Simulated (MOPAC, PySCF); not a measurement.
HAlBr2S, SMILES `[Br][Al]([Br])[SH]` (H–S–Al–Br torsion 0°), neutral singlet in the gas phase. 

Z-matrix (Å, degrees):
```
Al
S 1 2.1674
H 2 1.3457 1 93.05
Br 1 2.2441 2 118.39 3 179.99
Br 1 2.2483 2 121.21 3 -0.01
```
Charge 0, spin multiplicity 1.

All levels are single points at this geometry (B3LYP-D3(BJ)/def2-TZVP); Pople sets use spherical d functions. Orbital energies aren't observables, and empty levels follow the basis.

B3LYP/LANL2DZ in PySCF gives dipole (D) = 1.45.

### Question
Estimate the dipole (D) from each of these levels: PBE-D3(BJ)/def2-TZVP in PySCF; ωB97X-D3(BJ)/def2-TZVP in PySCF; B3LYP/3-21G in PySCF; B3LYP/6-311+G** (LANL2DZ on Br) in PySCF; B3LYP/6-31G* in PySCF; SVWN5/6-31G* in PySCF; HF/3-21G in PySCF; HF/STO-3G in PySCF; AM1 in MOPAC; PM3 in MOPAC; PM6 in MOPAC; PM7 in MOPAC.

### Answer

```
level                                     dipole (D)
----------------------------------------  ----------
PBE-D3(BJ)/def2-TZVP in PySCF                   0.95
ωB97X-D3(BJ)/def2-TZVP in PySCF                 0.99
B3LYP/3-21G in PySCF                            1.24
B3LYP/6-311+G** (LANL2DZ on Br) in PySCF        1.29
B3LYP/6-31G* in PySCF                           1.13
SVWN5/6-31G* in PySCF                           1.22
HF/3-21G in PySCF                               1.37
HF/STO-3G in PySCF                              1.63
AM1 in MOPAC                                    1.74
PM3 in MOPAC                                    4.13
PM6 in MOPAC                                    1.18
PM7 in MOPAC                                    1.51
```
